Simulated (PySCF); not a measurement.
**Spinor energies of Rh (rhodium, neutral)**

Start: [Kr] 4d7 5s1 5p1; 4d3/2 filled at m_j = +1/2, +3/2; 4d5/2 filled at m_j = -3/2, -1/2, +1/2, +3/2, +5/2; 5s1/2 filled at m_j = +1/2; 5p3/2 filled at m_j = +3/2. Calculated with PySCF 2.14 in x2c-TZVPall-2c with one added diffuse shell each of s, p, d type (9s10p8d1f, 86 functions): generalised Hartree-Fock with the X2C-1e Hamiltonian and a Gaussian nucleus; one run each with spin-orbit coupling (SO) switched off, then screened by Boettger's factors. This is a chosen level, not necessarily the ground level.

| spinor shell | electrons | ε, spin-free (eV) | ε, screened SO (eV) | weight of nominal j (screened SO) | rms radius, screened SO (bohr) |
| --- | --- | --- | --- | --- | --- |
| 1s1/2 | 2 | -23347.7 | -23346.1 | 1.000 | 0.0374 |
| 2s1/2 | 2 | -3471.5 | -3471.1 | 1.000 | 0.154 |
| 2p1/2 | 2 | -3104.9 | -3205.0 | 1.000 | 0.134 |
| 2p3/2 | 4 | -3104.9 | -3058.4 | 1.000 | 0.138 |
| 3s1/2 | 2 | -660.13 | -660.01 | 1.000 | 0.415 |
| 3p1/2 | 2 | -536.46 | -554.35 | 1.000 | 0.411 |
| 3p3/2 | 4 | -536.46 | -528.10 | 1.000 | 0.422 |
| 3d3/2 | 4 | -339.02 | -342.29 | 0.992 | 0.401 |
| 3d5/2 | 6 | -339.02 | -336.73 | 0.995 | 0.405 |
| 4s1/2 | 2 | -106.46 | -106.45 | 1.000 | 1.05 |
| 4p1/2 | 2 | -68.728 | -73.750 | 0.830 | 1.15 |
| 4p3/2 | 4 | -68.728 | -66.335 | 0.915 | 1.16 |
| 4d5/2 | 5 | -17.071 | -17.931 | 0.545 | 1.61 |
| 4d3/2 | 2 | -17.071 | -15.140 | 0.634 | 1.61 |
| 5s1/2 | 1 | -9.857 | -9.869 | 0.999 | 3.37 |
| 5p3/2 | 1 | -4.821 | -4.766 | 1.000 | 4.69 |

```tsv
quantity	spin-free	screened SO
E (hartree)	-4780.70695	-4781.45704
M_J	13/2	13/2
⟨J²⟩	48.762	48.763
⟨L²⟩	20.011	20.163
⟨S²⟩	8.751	8.693
```

Each row is a mean over spinors that exchange with the open shell spreads, by up to 8.851 eV (4p3/2).

Rows whose weight is well below 1 are mixtures of j = l ± 1/2: exchange outweighs spin-orbit coupling there, and the label is only the starting occupation.

Breit and QED terms are absent; they matter most for the inner s and p1/2 levels.

Densities and radii are taken from the X2C orbitals without a picture-change correction, which distorts them close to the nucleus.

Without spin-orbit coupling the j labels of p, d and f shells carry no meaning; the spin-free column gives the mean over the occupied spinors of each nl shell.
